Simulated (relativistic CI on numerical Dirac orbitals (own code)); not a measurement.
Computed by Dirac-Coulomb-Breit CI, separate exchange-only KLI orbitals for each configuration, model QED (radiative potential, 1s self-energy scaled to tabulated hydrogen-like ionisation energies), unscaled Slater integrals (own radial code, finite nucleus).

The strongest absorption lines from the ground level of an ion, among the configurations computed and to levels below about 952 eV (vacuum wavelength in nm, gf): 2.3300 (0.74), 2.3553 (0.75), 2.3639 (1.1), 2.5146 (0.045), 2.7908 (0.21), 3.8607 (0.73), 3.9075 (0.36), 4.2823 (0.028).

Q: Which ion is it?
A. W57+
B. Yb51+
C. Sm45+
D. Yb53+

A: D. Yb53+ has 17 electrons and the ground level 3s2.3p5 2P°_3/2; the strongest line goes to 3s2.3p4.3d 2D_5/2. The pattern of lines fixes the number of electrons, and along that sequence the line energies rise steadily with the charge (about as its square where n changes within one kind of shell, about linearly where n is kept but much faster in heavy ions where fine structure, which grows about as Z⁴, sets the gap, and irregularly where shells cross), which fixes Z. Configurations outside the model, such as inner-shell arrays, can give stronger lines. At this charge energies of transitions that change n are usually good to better than 1 %, and those within a shell (Δn = 0) to a few per cent.

LS names give the leading component of a level, which can be under half, so a name can repeat, a term be missing and a line seem to break the LS rules.
